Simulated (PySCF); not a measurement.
Computed shifts of a molecule C₄H₁₁FSi, HF/pcSseg-1 in PySCF, GIAO, gas phase, atoms alike by connectivity averaged where their shifts nearly agree, in ppm (number of nuclei): ¹³C: 81.1 (1), 36.6 (1), 23.1 (1), 17.8 (1). ¹⁹F: -220.3 (1). ²⁹Si: -56.2 (1). ¹H: 4.47 (1), 4.05 (3), 2.21 (1), 1.88 (1), 1.40 (3), 1.34 (1), 1.20 (1). References: ¹³C against TMS (σ = 192.6 ppm); ¹⁹F against CFCl3 (σ = 238.5 ppm); ²⁹Si against TMS (σ = 393.8 ppm); ¹H against TMS (σ = 31.99 ppm), references at their B3LYP-D3(BJ)/def2-TZVP geometries, non-relativistic. The structure is a stationary point at r2SCAN-D4/def2-SVP. The values are those of a single conformer.

Q: Which molecule gave these data?
A. CCC[C@@H](F)[SiH3]
B. CC[SiH2][C@@H](C)F
C. CC(C)[C@H](F)[SiH3]
D. CCC[SiH2]CF

A: A, CCC[C@@H](F)[SiH3]
